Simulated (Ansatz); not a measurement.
Total energies of Be₂Te⁺ (the lowest doublet isomer of a short search) from Ansatz at PBE-D4/def2-TZVP, gas phase (1 Eh = 27.2114 eV = 2625.5 kJ/mol). The reference geometry is relaxed at PBE-D4/def2-TZVP.

```
atom   x (Å)   y (Å)   z (Å)
 Be1  -0.149   0.761  -0.960
 Be2   1.155  -0.389   0.192
 Te3  -1.006  -0.372   0.768
```

```
           state                     geometry  energy (Eh)
charge 1 doublet                    reference   -297.13942
charge 0 singlet                    reference   -297.40490
charge 1 quartet  relaxed at PBE-D4/def2-TZVP   -297.07060
```

In the def2 sets Te takes a core potential; there is no spin–orbit coupling.

Problem. Work out the vertical electron affinity, to the singlet.

Solution. E(charge 1 doublet) − E(charge 0 singlet) = -297.13942 − (-297.40490) = 0.26548 Eh = 7.22 eV.

Problem. Which of the charge 1 states is lowest, and how far above it are the others?

Solution. The doublet. quartet: -297.07060 − (-297.13942) = 0.06882 Eh = 180.7 kJ/mol. The quartet differs in its bonds from the reference.

The structure comes from a short search, and lower isomers may exist.
